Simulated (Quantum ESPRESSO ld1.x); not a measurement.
The numbers below are computed, except where a source is named.
Problem. Hg62+, configuration [Ar]. Level of theory: Dirac Kohn-Sham, PBE, spin-unpolarised, spherical densities, point nucleus (ld1.x of Quantum ESPRESSO 7.5). Some entries of the table are withheld. Estimate them.

orbital  occ.  eigenvalue (eV)  <r> (bohr)
1s1/2       2              (1)     0.01658
2s1/2       2         -19432.4         (2)
2p1/2       2         -18879.0     0.05643
2p3/2       4         -16899.7     0.06486
3s1/2       2         -7603.19      0.1688
3p1/2       2         -7392.67         (3)
3p3/2       4         -6877.93         (4)

Solution. 
(1) 1s1/2 eigenvalue (eV): -87903.0
(2) 2s1/2 <r> (bohr): 0.06865
(3) 3p1/2 <r> (bohr): 0.1583
(4) 3p3/2 <r> (bohr): 0.1712
